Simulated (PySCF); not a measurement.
Record of a relaxation.

Cl2I2Si.
Atom-mapped SMILES: `[Cl:1][Si:2]([Cl:3])([I:4])[I:5]`

Computed by this run: PySCF 2.14.0, PBE0-D3(BJ)/def2-SVP geometry optimisation, gas phase, def2 core potentials past Kr; density fitting, grid level 1; the optimiser is geomeTRIC in internal coordinates, started from a GFN2-xTB structure with every atom displaced at random (about 0.01 Å). The frame can shift and turn from step to step; on so coarse a grid that alone can change the energy by a few meV, and forces under 0.02 eV/Å are noise.

Step 0: E = -49108.5547 eV, largest atomic force 1.751 eV/Å
```
atom  x, y, z in Å  |  force x, y, z in eV/Å
Cl1     0.033   -1.342   -1.619    0.004  -0.414  -0.459
Si2    -0.009   -0.142   -0.002    0.366   1.689  -0.279
Cl3    -0.126   -1.225    1.675   -0.052  -0.541   0.740
I4      2.049    1.270    0.031   -0.492  -0.461   0.008
I5     -1.913    1.405   -0.123    0.174  -0.272  -0.009
```

Step 1: E = -49108.5371 eV, largest atomic force 1.165 eV/Å
```
atom  x, y, z in Å  |  force x, y, z in eV/Å
Cl1    -0.599   -1.166   -1.611   -0.282   0.217  -0.026
Si2    -0.094    0.010   -0.007    0.774  -0.845   0.209
Cl3    -0.684   -1.004    1.695   -0.169   0.356  -0.208
I4      2.369   -0.118    0.037   -0.283   0.313   0.018
I5     -0.966    2.250   -0.151   -0.041  -0.041   0.006
```

Step 2: E = -49108.6145 eV, largest atomic force 0.542 eV/Å
```
atom  x, y, z in Å  |  force x, y, z in eV/Å
Cl1    -0.645   -1.153   -1.621   -0.064   0.076   0.019
Si2    -0.052   -0.034   -0.008    0.229  -0.477   0.116
Cl3    -0.718   -0.978    1.695   -0.043   0.144  -0.122
I4      2.382   -0.060    0.045   -0.057   0.107   0.002
I5     -0.943    2.197   -0.149   -0.065   0.150  -0.014
```

Step 3: E = -49108.6258 eV, largest atomic force 0.085 eV/Å
```
atom  x, y, z in Å  |  force x, y, z in eV/Å
Cl1    -0.664   -1.151   -1.625    0.016   0.006   0.029
Si2    -0.031   -0.065   -0.006   -0.081   0.015   0.021
Cl3    -0.739   -0.967    1.694    0.015   0.018  -0.048
I4      2.391   -0.032    0.044    0.021   0.004   0.008
I5     -0.932    2.187   -0.144    0.030  -0.044  -0.011
```

Step 4: E = -49108.6261 eV, largest atomic force 0.027 eV/Å
```
atom  x, y, z in Å  |  force x, y, z in eV/Å
Cl1    -0.664   -1.151   -1.623    0.009  -0.002   0.011
Si2    -0.033   -0.064   -0.006   -0.018  -0.016   0.014
Cl3    -0.740   -0.967    1.693    0.006   0.008  -0.021
I4      2.392   -0.030    0.043   -0.002   0.002   0.011
I5     -0.929    2.185   -0.144    0.005   0.008  -0.014
```

Step 5: E = -49108.6261 eV, largest atomic force under 0.02 eV/Å
```
atom  x, y, z in Å  |  force x, y, z in eV/Å
Cl1    -0.663   -1.152   -1.622    0.003  -0.003   0.001
Si2    -0.034   -0.064   -0.005   -0.003  -0.008   0.005
Cl3    -0.740   -0.968    1.692   -0.002   0.004  -0.004
I4      2.391   -0.029    0.042    0.001   0.001   0.012
I5     -0.928    2.186   -0.143    0.001   0.005  -0.014
```

Task: Summarise the path.

Result: The energy falls by 0.0714 eV from step 0 to step 5; nine tenths of that is first reached at step 3. It rises by more than 0.2 meV at step 1. The largest force goes from 1.751 to under 0.02 eV/Å. Among the bonds Si2–I4 changes most, from 2.495 to 2.425 Å; the atoms move by 0.042 Å rms after alignment.

What follows is the cost of the whole optimisation. The run took 45 s of wall time on an Arm Neoverse V1 with one thread, on a shared host, and the process peaked at 0.44 GiB of memory.
